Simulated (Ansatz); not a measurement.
A made-up structure of BH3O3, singlet:

```
atom    x (Å)    y (Å)    z (Å)
  O1  -1.2428   0.8989   0.3605
  B2  -0.0137  -0.0075   0.2561
  O3   0.5613  -0.5256   1.5681
  O4   0.6728  -0.4270  -1.0588
  H5  -1.6323   1.2528  -0.5728
  H6   1.4188  -1.1517   1.4050
  H7   0.2358  -0.0400  -1.9581
```

It is relaxed with PBE-D4/def2-SVP and then PBE0-D4/def2-TZVP (Ansatz 0.2.0). Atoms count as bonded within 1.22 times the sum of their covalent radii (H–H: 0.88 Å). The end point is not checked to be a true minimum.

Task: Does its bonding change? (Judge from chemistry; the calculation decides.)

Result: Computed: No: no bond forms or breaks.

Where it ends: The first stage lowers the energy by 1.85 eV in 6 steps. It ends as BH₃O₃ ([OH][B]([OH])[OH]):
```
7
angstrom
O -1.1097 0.8026 0.3219
B -0.0122 -0.0067 0.2287
O 0.5012 -0.4692 1.4000
O 0.6008 -0.3812 -0.9454
H -1.4574 1.1186 -0.5115
H 1.2668 -1.0283 1.2546
H 0.2105 -0.0357 -1.7483
```

Labels in which every atom is bracketed show which atoms are joined, not bond orders.

For scale, one of the runs: PBE0-D4/def2-TZVP relaxation, 142 basis functions, launched by `ansatz run in.yaml --threads 2 --pin off --events-out ev --progress --plain --max-ram 4352MiB`. The run took about 19 s on 2 CPU threads of an Intel Xeon Platinum 8259CL (shared host).
